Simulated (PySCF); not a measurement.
NMR problem set

Isolated molecule, averaged over atoms made equivalent by symmetry, fast rotation or ring inversion, single conformer, non-relativistic. PBE0/pcSseg-1 with gauge-including orbitals; geometry: GFN2-xTB; PySCF 2.14.0 with density-fitted response routines.

δ = σ(ref) − σ, references computed at the same level: $^{1}$H (σref 31.72), $^{13}$C (σref 186.93) vs TMS. Splittings of carbon signals by F and P are missing where no couplings were computed. Where no couplings were computed, multiplicities follow the n + 1 count of equivalent neighbours, and m marks all less simple cases (inequivalent or close neighbours, rings, F or P nearby). Shifts are as computed. Against solution values, carbons near 30 ppm lie about +3 ppm off and those near 130 ppm about +5 ppm. Of 1211 compounds with measured shifts, 218 miss one by over three times the rms of a fit or turn the order of signals round; such compounds aren't used in these exercises.

Q: C6H6F3P. $^{1}$H NMR (400 MHz, computed): δ 2.54 (m, 6H). $^{13}$C{$^{1}$H} NMR (computed): δ 171.8 (C), 140.6 (C), 125.5 (C), 14.9 (CH3). Identify the compound.

A: `InChI=1S/C6H6F3P/c1-3-4(2)10(3)6(9)5(7)8/h1-2H3`. 4 carbon signals for 6 carbons: some carbons are equivalent by symmetry or fast rotation. Carbon types of the structure: 4 × C, 2 × CH3, which accounts for all hydrogens. δC 171.8, 140.6, 125.5: fully substituted alkene carbon. δC 14.9: allylic methyl carbon; aliphatic region, no heteroatom directly attached. δH 2.54: hydrogen on an allylic methyl carbon; allylic position.

The data come from this structure; uniqueness wasn't tested.

Q: C6H6F3P. $^{1}$H NMR (400 MHz, computed): δ 7.60 (m, 1H), 7.42 (m, 1H), 7.24 (m, 1H), 1.62 (m, 3H). $^{13}$C{$^{1}$H} NMR (computed): δ 156.3 (CH), 154.5 (C), 146.0 (CH), 142.5 (CH), 133.8 (C), 12.7 (CH3). Identify the compound.

A: SMILES FC(C1=CC=CP1C)(F)F. 6 carbon signals for 6 carbons: no two carbons are equivalent. Carbon types of the structure: 2 × C, 3 × CH, 1 × CH3, which accounts for all hydrogens. δC 156.3, 146.0, 142.5: unsaturated ring CH. δC 154.5: unsaturated ring carbon. δC 133.8: CF3 carbon; 3 electronegative neighbours deshield it. δC 12.7: methyl carbon bonded to P.

The data come from this structure; uniqueness wasn't tested.
